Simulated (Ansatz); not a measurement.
Species: C3H8BO, net charge 0, doublet state. It need not be the lowest isomer of its formula. 
Structure (B3LYP-D3(BJ)/def2-TZVP (Ansatz, a first-principles code) minimum search):
```xyz
13

C      1.9857     0.1765     0.0518
O      0.8674    -0.5453    -0.1655
B     -0.4275    -0.0863    -0.0258
C     -1.5601    -1.1231    -0.3382
C     -0.7119     1.3954     0.4223
H      1.9189     1.2076     0.3635
H      2.9167    -0.3421    -0.1056
H     -1.1821    -2.1020    -0.6344
H     -2.2127    -0.7472    -1.1341
H     -2.2114    -1.2512     0.5335
H     -1.7781     1.6125     0.4887
H     -0.2681     2.1148    -0.2746
H     -0.2668     1.6086     1.4003
```
Charge 0, spin multiplicity 2.

Wanted: atomisation energy (electronic, to ground-state atoms), in kcal/mol. Correlated levels leave the core frozen unless marked. Open shells are spin-unrestricted. No spin-orbit coupling. Non-relativistic unless marked X2C. The coupled-cluster limit lacks core correlation, which all-electron functionals hold. CBS(X,Y): correlation extrapolated as X^-3; Hartree-Fock from the larger set.

| level | program | atomisation energy (kcal/mol) |
|---|---|---|
| SVWN5/def2-TZVPD | Ansatz | 1395.8 |
| PBE-D3(BJ)/def2-TZVPD | Ansatz + dftd3 | 1251.9 |
| PBE0-D3(BJ)/def2-TZVP | Ansatz + dftd3 | 1234.4 |
| PBE0-D4/def2-TZVP | Ansatz + dftd4 | 1234.1 |
| PBE0/def2-TZVP | Ansatz | 1229.9 |
| CAM-B3LYP-D3(BJ)/def2-TZVPD | Ansatz + dftd3 | 1234.9 |
| LC-wPBE/def2-TZVPD | Ansatz | 1227.8 |
| wB97M-V/def2-TZVPD | Ansatz | ___ |
| B2PLYP-D3(BJ)/def2-TZVPD | Ansatz + dftd3 | 1216.6 |
| CCSD/cc-pVDZ | Ansatz | 1126.8 |
| X2C-CCSD(T)/cc-pVTZ-DK | Ansatz | ___ |
| CCSD(T)/CBS(cc-pVTZ,cc-pVQZ) | Ansatz | ___ |

Question: Fill in the missing entries.

Answer: 
- wB97M-V/def2-TZVPD, atomisation energy (kcal/mol): 1228.5
- X2C-CCSD(T)/cc-pVTZ-DK, atomisation energy (kcal/mol): 1195.1
- CCSD(T)/CBS(cc-pVTZ,cc-pVQZ), atomisation energy (kcal/mol): 1221.7
